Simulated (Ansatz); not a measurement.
Consider the hydrogenolysis of a C–Si bond: `C/C=N/C[SiH3]` + H₂ → `C/C=N/C` + SiH₄.

Isolated molecules relaxed with PBE0-D4/def2-TZVP in Ansatz; ΔE leaves out vibrations. CCSD(T)/CBS is the MP2 limit (def2-TZVPP, def2-QZVPP) plus CCSD(T) − MP2 in def2-TZVPP, frozen cores. This one scheme is used for every species. Double bonds are as drawn, so ΔE can hold a change between cis and trans. Functionals use def2-TZVPP. Each species was taken in one conformer, which may not be the lowest.

| level | ΔE (kJ/mol) |
| --- | --- |
| r2SCAN0-D4 | -31.0 |
| PBE0 | -36.1 |

(1) What does CCSD(T)/CBS give? (Estimate.)

Largest T1 diagnostic among the species: 0.012.

## Answers

(1) The calculation gave: -29.3 kJ/mol. The listed levels differ from it by -1.7, -6.8 kJ/mol.

At CCSD(T), def2-SVP lies −13.4 kJ/mol from the extrapolated value and def2-TZVPP −3.4 kJ/mol. From r2SCAN to r2SCAN0 (25 % exact exchange), in def2-TZVPP and without D4, ΔE moves by −3.6 kJ/mol. In def2-TZVPP, CCSD(T) changes the Hartree–Fock value by +24.9 kJ/mol (the triples alone add +5.0 kJ/mol) and MP2 by +31.7 kJ/mol.

CCSD(T)/CBS has its own doubt, a few kJ/mol and more with outer-core shells, so smaller differences from it don't rank the levels.
